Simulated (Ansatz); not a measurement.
Steps of a relaxation of C3H9F2NbO3, SMILES `C[O][Nb]([F])([F])([O]C)[O]C` with RKS PBE0-D4/def2-TZVP.

```sh
$ ansatz run in.yaml --threads 4 --pin off --events-out ev --progress --plain --max-ram 46080MiB --backend cuda --devices 0, --max-vram 37GiB
```

```yaml
crystal:
  periodic: [false, false, false]
  atoms:
    - {symbol: C, position_ang: [1.618257, -1.682893, -1.516646]}
    - {symbol: O, position_ang: [0.935532, -0.769695, -0.709109]}
    - {symbol: Nb, position_ang: [-0.767223, -0.113752, -0.163846]}
    - {symbol: F, position_ang: [-1.446815, -1.258905, -1.528877]}
    - {symbol: F, position_ang: [-2.612974, 0.175752, 0.248288]}
    - {symbol: O, position_ang: [-0.396530, 1.685541, -0.559988]}
    - {symbol: C, position_ang: [0.642728, 2.514148, -1.022042]}
    - {symbol: O, position_ang: [-0.496829, -0.539637, 1.659495]}
    - {symbol: C, position_ang: [-1.272659, -0.593916, 2.835880]}
    - {symbol: H, position_ang: [2.415807, -1.170785, -2.100533]}
    - {symbol: H, position_ang: [2.098378, -2.471000, -0.893525]}
    - {symbol: H, position_ang: [0.909296, -2.170378, -2.225793]}
    - {symbol: H, position_ang: [0.939315, 3.231502, -0.226769]}
    - {symbol: H, position_ang: [1.532668, 1.911249, -1.311388]}
    - {symbol: H, position_ang: [0.297573, 3.092569, -1.905620]}
    - {symbol: H, position_ang: [-1.232783, -1.616451, 3.269164]}
    - {symbol: H, position_ang: [-0.869287, 0.120785, 3.585419]}
    - {symbol: H, position_ang: [-2.332055, -0.332834, 2.617890]}
basis:
  gaussian: {orbitals: def2-TZVP}
hamiltonian: {xc: pbe0, dispersion: d4}
relax: {f_tol: 0.005, max_steps: 150}
```

Positions (Å) and forces (eV/Å) along the path, 8 of 12 steps:

```xyz
18
step=1 energy=-16380.5327 eV
C     1.618   -1.683   -1.517    0.143   -0.290   -0.244
O     0.936   -0.770   -0.709   -0.452    0.034    0.047
Nb   -0.767   -0.114   -0.164    0.372    0.063    0.083
F    -1.447   -1.259   -1.529    0.136    0.292    0.355
F    -2.613    0.176    0.248    0.440   -0.063   -0.132
O    -0.397    1.686   -0.560    0.027   -0.423    0.051
C     0.643    2.514   -1.022    0.324    0.197   -0.138
O    -0.497   -0.540    1.659   -0.199    0.108   -0.370
C    -1.273   -0.594    2.836   -0.273    0.011    0.265
H     2.416   -1.171   -2.101   -0.456   -0.219    0.334
H     2.098   -2.471   -0.894   -0.281    0.453   -0.287
H     0.909   -2.170   -2.226    0.371    0.281    0.393
H     0.939    3.232   -0.227   -0.199   -0.408   -0.372
H     1.533    1.911   -1.311   -0.490    0.276    0.170
H     0.298    3.093   -1.906    0.123   -0.339    0.463
H    -1.233   -1.616    3.269    0.017    0.512   -0.280
H    -0.869    0.121    3.585   -0.168   -0.350   -0.437
H    -2.332   -0.333    2.618    0.564   -0.135    0.098
18
step=3 energy=-16380.6219 eV
C     1.603   -1.672   -1.510    0.025   -0.008   -0.006
O     0.924   -0.760   -0.707   -0.027    0.004    0.016
Nb   -0.754   -0.110   -0.161    0.046   -0.005    0.007
F    -1.436   -1.249   -1.509   -0.029   -0.009   -0.005
F    -2.587    0.179    0.244   -0.014    0.000   -0.009
O    -0.400    1.672   -0.552   -0.012    0.000    0.008
C     0.642    2.491   -1.007    0.017    0.012   -0.008
O    -0.485   -0.534    1.641    0.001    0.000   -0.018
C    -1.264   -0.586    2.809    0.004   -0.003    0.015
H     2.371   -1.159   -2.097   -0.001    0.008   -0.003
H     2.090   -2.429   -0.888    0.001    0.002    0.008
H     0.901   -2.165   -2.191   -0.009    0.001    0.000
H     0.917    3.202   -0.224   -0.003    0.004    0.008
H     1.519    1.890   -1.269    0.003   -0.008    0.002
H     0.309    3.045   -1.888   -0.003    0.001   -0.006
H    -1.217   -1.593    3.231    0.003   -0.008   -0.001
H    -0.866    0.122    3.540    0.005    0.007    0.002
H    -2.305   -0.333    2.589   -0.007    0.003   -0.009
18
step=4 energy=-16380.6222 eV
C     1.603   -1.671   -1.509    0.014   -0.003   -0.005
O     0.920   -0.760   -0.709   -0.029   -0.003    0.002
Nb   -0.757   -0.110   -0.163    0.015    0.000    0.005
F    -1.446   -1.249   -1.509    0.004   -0.005   -0.001
F    -2.591    0.180    0.240    0.001    0.007    0.005
O    -0.401    1.672   -0.554   -0.012   -0.003    0.005
C     0.644    2.490   -1.005    0.008    0.003   -0.003
O    -0.486   -0.534    1.638   -0.003    0.001   -0.016
C    -1.262   -0.586    2.808    0.000    0.000    0.004
H     2.366   -1.155   -2.100    0.002    0.005   -0.004
H     2.096   -2.422   -0.885    0.003    0.000    0.005
H     0.902   -2.171   -2.186   -0.003   -0.003   -0.002
H     0.913    3.204   -0.222   -0.001    0.004    0.005
H     1.522    1.888   -1.259    0.004   -0.005    0.001
H     0.316    3.041   -1.889   -0.001    0.002   -0.005
H    -1.213   -1.593    3.231    0.002   -0.006    0.001
H    -0.862    0.123    3.537    0.003    0.005    0.003
H    -2.303   -0.334    2.589   -0.007    0.001   -0.002
18
step=6 energy=-16380.6227 eV
C     1.607   -1.666   -1.513   -0.008    0.008    0.011
O     0.906   -0.765   -0.717    0.011   -0.004   -0.001
Nb   -0.767   -0.110   -0.166   -0.005   -0.004   -0.006
F    -1.467   -1.249   -1.506    0.001   -0.002    0.000
F    -2.597    0.194    0.243   -0.004    0.005    0.006
O    -0.404    1.672   -0.557    0.008    0.010   -0.006
C     0.650    2.483   -1.002   -0.012   -0.010    0.006
O    -0.493   -0.536    1.634    0.003   -0.006    0.005
C    -1.261   -0.587    2.808    0.000    0.001   -0.006
H     2.354   -1.137   -2.112    0.001   -0.003   -0.003
H     2.119   -2.400   -0.884    0.001    0.003   -0.005
H     0.914   -2.187   -2.183    0.002   -0.002   -0.001
H     0.906    3.206   -0.223    0.000    0.000   -0.004
H     1.531    1.876   -1.234   -0.001    0.002    0.001
H     0.336    3.023   -1.899    0.005   -0.001    0.002
H    -1.208   -1.593    3.233   -0.001    0.003    0.001
H    -0.859    0.125    3.534   -0.002   -0.002   -0.001
H    -2.305   -0.337    2.595    0.001    0.000    0.002
18
step=8 energy=-16380.6229 eV
C     1.607   -1.660   -1.517   -0.001    0.000   -0.004
O     0.901   -0.765   -0.720    0.006   -0.005   -0.001
Nb   -0.771   -0.112   -0.167   -0.009    0.001   -0.005
F    -1.477   -1.253   -1.502    0.004    0.002    0.005
F    -2.599    0.202    0.248    0.004   -0.001   -0.001
O    -0.407    1.669   -0.560    0.002    0.003    0.000
C     0.653    2.476   -0.997    0.000   -0.003   -0.002
O    -0.494   -0.541    1.632    0.002   -0.003    0.000
C    -1.262   -0.586    2.807   -0.003    0.002    0.001
H     2.338   -1.124   -2.130   -0.005   -0.004    0.003
H     2.140   -2.380   -0.888   -0.003    0.005   -0.004
H     0.916   -2.199   -2.174    0.006    0.003    0.004
H     0.896    3.210   -0.224    0.000   -0.002   -0.003
H     1.539    1.868   -1.207   -0.004    0.004    0.001
H     0.354    3.005   -1.906    0.002   -0.002    0.005
H    -1.211   -1.591    3.234    0.000    0.001    0.000
H    -0.857    0.126    3.530    0.000   -0.001    0.000
H    -2.305   -0.334    2.594    0.001   -0.001    0.001
18
step=9 energy=-16380.6229 eV
C     1.608   -1.657   -1.520    0.003   -0.004   -0.005
O     0.901   -0.765   -0.720    0.000    0.000    0.002
Nb   -0.771   -0.113   -0.166   -0.003    0.001    0.006
F    -1.477   -1.257   -1.498    0.002   -0.001    0.000
F    -2.599    0.203    0.249    0.001    0.000   -0.003
O    -0.406    1.668   -0.559   -0.001   -0.001    0.003
C     0.654    2.473   -0.996    0.003    0.002   -0.003
O    -0.495   -0.544    1.633    0.000    0.000   -0.004
C    -1.264   -0.585    2.807    0.000    0.000    0.003
H     2.333   -1.118   -2.138   -0.003   -0.001    0.002
H     2.148   -2.374   -0.894   -0.002    0.003   -0.002
H     0.916   -2.200   -2.173    0.002    0.002    0.002
H     0.894    3.210   -0.225   -0.001   -0.001   -0.001
H     1.541    1.864   -1.200   -0.002    0.001    0.001
H     0.359    2.998   -1.908    0.000   -0.001    0.002
H    -1.217   -1.589    3.237    0.000    0.000   -0.001
H    -0.857    0.127    3.530    0.000    0.000    0.000
H    -2.306   -0.329    2.594    0.000    0.000   -0.001
18
step=10 energy=-16380.6229 eV
C     1.608   -1.654   -1.523    0.004   -0.003   -0.005
O     0.902   -0.765   -0.719   -0.002    0.004    0.006
Nb   -0.771   -0.115   -0.164    0.009    0.003   -0.008
F    -1.474   -1.262   -1.495   -0.004   -0.004   -0.001
F    -2.599    0.204    0.246    0.002   -0.003    0.002
O    -0.406    1.666   -0.556   -0.002   -0.002    0.004
C     0.655    2.470   -0.995    0.004    0.003   -0.003
O    -0.496   -0.548    1.634   -0.005    0.001   -0.002
C    -1.266   -0.584    2.809    0.000   -0.001    0.003
H     2.327   -1.112   -2.145   -0.001    0.000    0.001
H     2.154   -2.369   -0.900   -0.001    0.001    0.000
H     0.915   -2.200   -2.172   -0.001    0.000    0.000
H     0.894    3.210   -0.226    0.000    0.000    0.000
H     1.543    1.861   -1.195    0.000    0.000    0.000
H     0.362    2.992   -1.909   -0.001    0.000    0.000
H    -1.222   -1.587    3.239    0.000    0.001    0.000
H    -0.857    0.129    3.530    0.000    0.000    0.000
H    -2.306   -0.325    2.594   -0.001    0.000    0.002
18
step=12 energy=-16380.6229 eV
C     1.608   -1.652   -1.525    0.001    0.000    0.000
O     0.904   -0.765   -0.717    0.001   -0.002    0.002
Nb   -0.770   -0.117   -0.162    0.000    0.003   -0.001
F    -1.471   -1.264   -1.493    0.000    0.000    0.000
F    -2.598    0.203    0.244   -0.001    0.000   -0.001
O    -0.403    1.665   -0.552    0.000    0.000    0.001
C     0.657    2.468   -0.995   -0.001    0.000    0.000
O    -0.499   -0.549    1.636   -0.001    0.000    0.000
C    -1.269   -0.583    2.811    0.002   -0.001   -0.001
H     2.324   -1.108   -2.148    0.000    0.000    0.000
H     2.158   -2.367   -0.905    0.000    0.000    0.000
H     0.913   -2.197   -2.173   -0.001    0.000    0.000
H     0.898    3.209   -0.228    0.000    0.000    0.000
H     1.543    1.859   -1.198    0.000   -0.001    0.000
H     0.360    2.989   -1.909    0.000    0.000    0.000
H    -1.225   -1.586    3.243    0.000    0.000    0.000
H    -0.859    0.130    3.531    0.000    0.000    0.000
H    -2.309   -0.324    2.595    0.000    0.000   -0.001
```

It took 31 s on 4 threads of an AMD EPYC 7R13 on a shared host and a share of an NVIDIA H100 80 GB, with 1 GiB of host memory at the peak.
